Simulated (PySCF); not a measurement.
**Checking a proposed structure**

A compound C₄H₁₀F₂Si₂ gives the data below (simulated from a calculation) and was assigned the structure `C[SiH2]/C(=C\[SiH3])C(F)F`.

¹³C{¹H} NMR (computed): δ 124.4 (CH), 27.8 (CH), -0.8 (CH3), -5.2 (CH2).

¹H NMR (400 MHz, computed): δ 6.36 (m, 1H), 5.16 (m, 1H), 4.84 (m, 1H), 4.80 (m, 1H), 1.75 (m, 1H), 0.66 (d, 3H), 0.58 (m, 1H), 0.36 (m, 1H).

[PySCF 2.14: shieldings: GIAO PBE0/pcSseg-1; GFN2-xTB structure; a single conformation; isolated molecule; non-relativistic; fast rotation and ring inversion assumed for equivalent nuclei]

References, each an isolated molecule treated in the same way: ¹H and ¹³C against TMS.

Task: Compare with the shifts computed for the proposed structure, pairing carbons in order of shift.

Result: Mapped SMILES: `[CH3:1][SiH2:2]/[C:3](=[CH:4]\[SiH3:5])[CH:6]([F:7])[F:8]` (H(Xn): hydrogen on atom n).

```
atom  computed for proposal  given list  difference
  C3                  165.2       124.4       +40.8
  C4                  143.4        27.8      +115.6
  C6                  122.3        -0.8      +123.1
  C1                   -5.7        -5.2        -0.5
```

The rms difference is 86.9 ppm and the largest +123.1 ppm at C6 (allylic sp3 CH bonded to 2 F). The carbon types in order of shift don't match either: C, CH, CH, CH3 for the proposal against CH, CH, CH3, CH2 in the data. The proposal doesn't fit.

Task: Which isomer fits?

Result: `C[Si@@H]1C[SiH2][C@@H]1C(F)F`.

Carbon types of the structure: 2 × CH, 1 × CH2, 1 × CH3, leaving 3 H on heteroatoms. δC 124.4: sp3 CH bonded to 2 F; 2 electronegative neighbours deshield it. δC -0.8: methyl carbon bonded to Si; an electropositive neighbour leaves it electron-rich and shielded. δH 6.36: hydrogen on an sp3 CH bonded to 2 F; its carbon carries F, hence the downfield position. δH 0.58, 0.36: hydrogen on an sp3 CH2 bonded to 2 Si; an electropositive neighbour shields it, as in TMS itself.

Other isomers checked: C[SiH2]/C(=C/[SiH3])C(F)F (rms 90.5 ppm); C[SiH2]/C=C(/[SiH3])C(F)F (rms 91.3 ppm).

The shifts were computed for this structure.

Splittings by ¹⁹F in the carbon and heteronuclear signals aren't shown, as no couplings were computed. Shifts are as computed. Against solution values, carbons near 30 ppm lie about +3 ppm off and those near 130 ppm about +5 ppm. Of 1211 compounds with measured shifts, 218 miss one by over three times the rms of a fit or turn the order of signals round; such compounds aren't used in these exercises. No couplings were computed; multiplicities are counted from neighbouring protons, with m where these are inequivalent, close in shift, in a saturated or five-membered ring or joined by F or P, and br s for small geminal =CH2 splittings.
